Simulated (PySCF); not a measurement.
# ²⁹Si chemical shifts

- geometry: PBE0-D3(BJ)/def2-SVP
- GIAO PBE0/pcSseg-1 shieldings
- program: PySCF
- one averaged value for each set of equivalent atoms, no relativistic terms, no solvent, a single conformation

Shieldings were converted by a linear fit to measured shifts: ²⁹Si (scatter 9.7 ppm rms, 23.4 ppm with the 5 outliers that the fit left out vs TMS, solution or neat liquid). A few per cent of atoms miss by over 2 rms, more outside the fitted compound classes.

Question: Give the ²⁹Si shifts of `C=CS[SiH3]`, `[SiH3]O/C=C\CCl`, `C=C[SiH2]S`, `C[SiH2]/C=C/[SiH3]`, `O[SiH2][SiH]([SiH3])[SiH3]`, `C1C[SiH2][SiH2]C1`.

Answer: 
```tsv
compound	environment	δ (ppm)
C=CS[SiH3]	silicon bonded to S, 3 H	-63.8
[SiH3]O/C=C\CCl	silicon bonded to O, 3 H	-34.9
C=C[SiH2]S	silicon bonded to C, S, 2 H	-34.2
[CH3:1][SiH2:2]/[CH:3]=[CH:4]/[SiH3:5]	Si2: silicon bonded to 2 C, 2 H	-53.4
[CH3:1][SiH2:2]/[CH:3]=[CH:4]/[SiH3:5]	Si5: silicon bonded to C, 3 H	-67.4
[OH:1][SiH2:2][SiH:3]([SiH3:4])[SiH3:5]	Si2: silicon bonded to O, Si, 2 H	-25.7
[OH:1][SiH2:2][SiH:3]([SiH3:4])[SiH3:5]	Si4/5: silicon bonded to Si, 3 H (×2)	-100.2
[OH:1][SiH2:2][SiH:3]([SiH3:4])[SiH3:5]	Si3: silicon bonded to 3 Si, H	-121.0
C1C[SiH2][SiH2]C1	silicon bonded to C, Si, 2 H, in a 5-membered ring (×2)	-68.3
```
